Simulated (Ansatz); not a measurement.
BFH2OSi, SMILES `FB1O[SiH2]1`, relaxed with RKS PBE0-D4/def2-TZVP in Ansatz 0.2.0 from a PBE-D4/def2-SVP geometry. The force threshold is 0.005 eV/Å; the program also tests the step.

Charge 0, multiplicity 1.

Start:

```xyz
6

F     1.890   -1.451    0.585
B     0.910   -0.606    0.317
O     0.701    0.673    0.676
Si   -0.708    0.160   -0.365
H    -0.793    0.993   -1.610
H    -2.000    0.232    0.396
```

```
        step  energy (eV)  largest force (eV/Å)  largest move (Å)
           1  -13345.8924                 1.009             0.000
           2  -13345.9239                 0.599             0.018
           3  -13345.9432                 0.225             0.033
4 (rejected)  -13345.9333                 0.700             0.037
           5  -13345.9465                 0.036             0.018
           6  -13345.9466                 0.023             0.004
           7  -13345.9466                 0.009             0.002
           8  -13345.9466                 0.002             0.000
```

End:

```xyz
6

F     1.880   -1.428    0.588
B     0.892   -0.621    0.301
O     0.674    0.658    0.654
Si   -0.687    0.189   -0.342
H    -0.783    0.977   -1.592
H    -1.975    0.225    0.390
```

It took 32 s on 2 threads of an Arm Neoverse N1 on a shared host, with 0.23 GiB of host memory at the peak.
